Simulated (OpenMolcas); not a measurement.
# Si3+: CASPT2 settings compared

```json
{
  "Program": "OpenMolcas",
  "Basis": "ANO-RCC-VTZP [5s4p2d1f]",
  "Scalar Hamiltonian": "DKH2, point nucleus",
  "Active space": "1 electron in 8 orbitals (3s 3p 4s 4p)",
  "State averaging": "2S+1 = 2 even, 1 root; 2S+1 = 2 odd, 3 roots",
  "Spin-orbit coupling": "state interaction with AMFI integrals over the reference wave functions, term energies averaged over their components"
}
```

Methods on the same reference wave functions:
A. CASSCF
B. XMS-CASPT2, IPEA 0.4 Eh, imaginary shift 0.4 Eh (closed shells correlated: 2s 2p)
C. XMS-CASPT2, IPEA 0.35 Eh, imaginary shift 0.4 Eh (closed shells correlated: 2s 2p)

Energies in cm-1 above 3s 2S 1/2, the measured ground level; measured values from NIST levels in Kelleher and Podobedova, J. Phys. Chem. Ref. Data 37, 1285 (2008).

| Level | A | B | C | Measured |
| --- | --- | --- | --- | --- |
| 3s 2S 1/2 | 0.0 | 0.0 | 0.0 | 0.0 |
| 3p 2P* 1/2 | 70649 | 70913 | 70914 | 71288 |
| 3p 2P* 3/2 | 71022 | 71286 | 71287 | 71749 |

Deviations, from unrounded energies. A percentage is the sum of absolute deviations over the sum of measured energies, with the sign that they share, or ± where signs differ.

| Against measurement | Levels | A | B | C |
| --- | --- | --- | --- | --- |
| mean absolute deviation (cm-1) | 2 | 680 | 420 | 420 |
| other configurations (%) | 2 | -1.0 | -0.6 | -0.6 |

B, C lie about equally close to measurement and A furthest from it. The largest miss of C in the table is 3p 2P* 3/2, by -460 cm-1. The ranking rests on the paired levels alone, and a cruder setting can come out closer through cancelling errors.

Between B and C no level of the table moves by more than 5 cm-1.

The lowest spin-free term lies below A's lowest term by 0.018 hartree in B, 0.018 hartree in C.

With one active electron outside closed inactive shells, the extra shells (4p 4s) add no correlation to the reference. With one active electron the reference holds no correlation, so core polarisation is missing (holds for A). With one active electron, CASPT2 adds the correlation within the correlated inactive shells and between them and that electron, and leaves the splitting within a term as the reference gives it (holds for B; C). Computed and measured levels are paired by configuration, term and J; levels that our copy of the source lacks, or whose pairing is in doubt (as where it misses far off the trend of its configuration), stay unpaired and out of the deviations. Only configurations of the active space appear.

* marks odd parity.
